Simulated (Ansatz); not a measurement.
Problem. Name a neutral molecule of B, C, F, N, O and H with LUMO energy (PBE0/def2-TZVPP) between 0.70 and 1.00 eV and HOMO–LUMO gap (PBE0/def2-TZVPP) between 8.05 and 8.35 eV (Ansatz, PBE0-D4/def2-TZVP geometry).

Solution. `CNBOCF` (0.77 eV, 8.30 eV). Other molecules can fit too; these were computed, each in one conformer that needn't be the lowest.
